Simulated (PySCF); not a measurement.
NSi, SMILES N#[Si], multiplicity 2. Atoms are numbered in the order given.

```xyz
2

Si     0.0000     0.0000    -0.5212
N      0.0000     0.0000     1.0425
```
Charge 0, spin multiplicity 2.

The structure is a stationary point at PBE0-D3(BJ)/def2-TZVPD.

Method: B3LYP/pcH-1 (PySCF).

Unrestricted Kohn–Sham, ⟨S²⟩ = 0.770. Hyperfine tensors hold the contact and dipolar terms, without spin-orbit corrections.

Computed hyperfine couplings:
```tsv
nucleus	A(iso) (MHz)	A(iso) (G)	dipolar principal values (MHz)
29Si no. 1	136.7	48.8	-150.1, 75.0, 75.0
14N no. 2	62.9	22.4	-32.1, -32.1, 64.2
```
